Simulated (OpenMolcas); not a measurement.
# Levels of Al I by method

```json
{
  "Program": "OpenMolcas",
  "Basis": "ANO-R2 [5s5p3d1f]",
  "Scalar Hamiltonian": "X2C, finite nucleus",
  "Active space": "3 electrons in 9 orbitals (RAS2 3s 3p; RAS3 3d, at most 2 electrons)",
  "State averaging": "2S+1 = 4 odd, 1 root (0 in the spin-orbit step); 2S+1 = 2 odd, 3 roots; 2S+1 = 4 even, 3 roots",
  "Spin-orbit coupling": "RASSI with atomic mean-field integrals over the reference wave functions, term energies averaged over their components"
}
```

Methods on the same reference wave functions:
A. RASSCF
B. SS-RASPT2, IPEA 0.25 Eh, imaginary shift 0.1 Eh (closed shells correlated: 2s 2p)

Energies in cm⁻¹ above 3s² 3p ²P°_1/2, the measured ground level; measured values from NIST Handbook of Basic Atomic Spectroscopic Data.

```json
{"Level": "3s² 3p ²P°_1/2", "A": "0.0", "B": "0.0", "Measured": "0.0"}
{"Level": "3s² 3p ²P°_3/2", "A": "109", "B": "109", "Measured": "112"}
{"Level": "3s 3p² ⁴P_1/2", "A": "26217", "B": "28085", "Measured": "29020"}
{"Level": "3s 3p² ⁴P_3/2", "A": "26255", "B": "28123", "Measured": "29067"}
{"Level": "3s 3p² ⁴P_5/2", "A": "26317", "B": "28186", "Measured": "29143"}
```

Deviations, from unrounded energies. A percentage is the sum of absolute deviations over the sum of measured energies, with the sign that they share, or ± where signs differ.

```csv
Against measurement,Levels,A,B
mean absolute deviation (cm-1),4,2100,710
fine structure of the ground term (%),1,-3.1,-3.1
other configurations (%),3,-9.7,-3.3
```

B lies closest to measurement on these levels. The largest miss of B in the table is 3s 3p² ⁴P_5/2, by -960 cm-1. The ranking rests on the paired levels alone, and a cruder setting can come out closer through cancelling errors.

The lowest spin-free term lies below A's lowest term by 0.218 hartree in B.

Active for correlation alone: 3d; no level in the range computed is led by a configuration that fills it, so any true level of that kind is missing. Without dynamic correlation excited terms often stand tens of per cent too high (terms of higher spin than the ground term too low), and those without a measured partner can miss by more than the paired ones (holds for A). Measured partners are found by configuration, term and J. A level has none where our copy of the source lacks it or the pairing is in doubt (some pairs that miss far off the trend of their configuration count as doubtful), and it then counts in no deviation. Levels of configurations outside the active space are missing.

° marks odd parity.
